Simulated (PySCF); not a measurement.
Predicted microwave data (PBE0-D3(BJ)/def2-SVP geometry optimisation, gas phase in PySCF) for one isomer of C6H12GeO:

- Rotational constants: A = 3743, B = 632.4, C = 563.0 MHz
- Dipole components: |μa| = 0.99 D, |μb| = 0.66 D, |μc| = 0.75 D
- Inertial defect: -36.50 u·Å²
- κ: -0.96

Problem. Which candidate fits, each taken in the one conformer that was computed?
A. `[CH3:1][O:2][CH2:3][GeH:4]1[CH2:5][CH:6]=[CH:7][CH2:8]1` with C1–O2–C3–Ge4 179°, O2–C3–Ge4–C5 52°
B. `[CH3:1][C:2](=[O:3])[GeH:4]1[CH2:5][CH2:6][CH2:7][CH2:8]1` with C1–C2–Ge4–C5 -141°, C2–Ge4–C5–C6 -123°, Ge4–C5–C6–C7 35°, C5–C6–C7–C8 -52°, C6–C7–C8–Ge4 39°
C. `[CH3:1][O:2][CH2:3][C:4]1=[CH:5][CH2:6][GeH2:7][CH2:8]1` with C1–O2–C3–C4 -176°, O2–C3–C4–C5 -129°

Solution. C. It is COCC1=C[CH2][GeH2][CH2]1, a near-prolate asymmetric top, point group C1. The candidates at the same level (rigid rotor, commonest isotopes):

```
                     SMILES  A (MHz)  B (MHz)  C (MHz)  μa (D)  μb (D)  μc (D)  Δ (u·Å²)  point group                        rotor
C[C](=O)[GeH]1[CH2]CC[CH2]1     2665     1014    974.1    0.14    1.85    0.32   -169.20           C1  near-prolate asymmetric top
   COCC1=C[CH2][GeH2][CH2]1     3743    632.4    563.0    0.99    0.66    0.75    -36.50           C1  near-prolate asymmetric top
CO[CH2][GeH]1[CH2]C=C[CH2]1     2347    980.8    898.6    1.38    0.41    0.00   -168.16           Cs               asymmetric top
```

`CO[CH2][GeH]1[CH2]C=C[CH2]1` has C 60 % too high; `C[C](=O)[GeH]1[CH2]CC[CH2]1` has C 73 % too high. No structure here is proved a minimum.
